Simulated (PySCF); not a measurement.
r2SCAN on Ho (holmium, neutral), [Xe] 4f11 5d1 6s1, one real determinant (an excited configuration). Computed with PySCF 2.14 in ANO-RCC-VTZP (8s7p5d3f2g1h, 104 functions), with the spin-free X2C one-electron Hamiltonian (Gaussian nucleus).

```
cycle= 1 E= -12615.4035695104  delta_E= 0.103  |g|= 1.04  |ddm|= 0.803
cycle= 2 E= -12614.7716336956  delta_E= 0.632  |g|= 2.69  |ddm|= 1.01
cycle= 3 E= -12615.5339918688  delta_E= -0.762  |g|= 0.32  |ddm|= 0.476
cycle= 4 E= -12615.5500414474  delta_E= -0.016  |g|= 0.0362  |ddm|= 0.192
cycle= 5 E= -12615.5503117714  delta_E= -0.00027  |g|= 0.0101  |ddm|= 0.0394
cycle= 6 E= -12615.5503254404  delta_E= -1.37e-05  |g|= 0.00105  |ddm|= 0.00816
cycle= 7 E= -12615.550325593  delta_E= -1.53e-07  |g|= 0.000388  |ddm|= 0.0011
cycle= 8 E= -12615.5503256243  delta_E= -3.14e-08  |g|= 4.53e-05  |ddm|= 0.000622
cycle= 9 E= -12615.5503256355  delta_E= -1.12e-08  |g|= 4.85e-05  |ddm|= 0.000531
cycle= 10 E= -12615.5503256123  delta_E= 2.32e-08  |g|= 2.65e-05  |ddm|= 0.00147
cycle= 11 E= -12615.5503256095  delta_E= 2.82e-09  |g|= 1.18e-05  |ddm|= 0.0012
cycle= 12 E= -12615.5503256095  delta_E= 4.18e-11  |g|= 1.17e-05  |ddm|= 1.22e-05
converged SCF energy = -12615.5503256095  <S^2> = 8.7620989  2S+1 = 6.0040316
```

Highest occupied orbital energy: 0.318 eV; ⟨L²⟩ = 40.22; populations by l: s 11.00, p 24.01, d 21.00, f 10.99.

Problem. Can this result be used?

Solution. Not for this state. The run converged. ⟨L²⟩ = 40.22 against 72 for a pure L term, so this real determinant mixes terms. Spin-orbit coupling, absent here, splits the open shell strongly. At r2SCAN the highest occupied level has a positive energy, so only the finite basis holds that electron; for this excited configuration the basis is too tight for the outer shell.
